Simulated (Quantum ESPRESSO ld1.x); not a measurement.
Task: These are the eigenvalues of the occupied orbitals of an atom or ion with whole-number occupations (hartree). Method: scalar-relativistic Kohn-Sham, LDA (Slater exchange, Perdew-Wang correlation), spin-polarised, spherical densities, point nucleus; computed with ld1.x of Quantum ESPRESSO 7.5.

orbital  eigenvalue
1s up      -1267.58
1s down    -1267.57
2s up      -242.811
2s down    -242.416
2p up      -224.039
2p down    -223.732
3s up      -85.6521
3s down    -85.2250
3p up      -79.6713
3p down    -79.2317
3d up      -71.8228

Which element is it, and in what charge state? The configuration may be excited. Open shells, if any, are filled with parallel spins first.

Result: Z = 53, iodine, charge +32: I32+ in [Ar] 3d3. The list shows which subshells hold electrons but not how many an open one holds; the 1s level, -1267.6 hartree, gives Z - s = 50.4 by -(Z - s)^2/2, which with screening and relativity narrows Z to a few neighbours, and the depths of the outer levels then fix element, charge and occupations together.
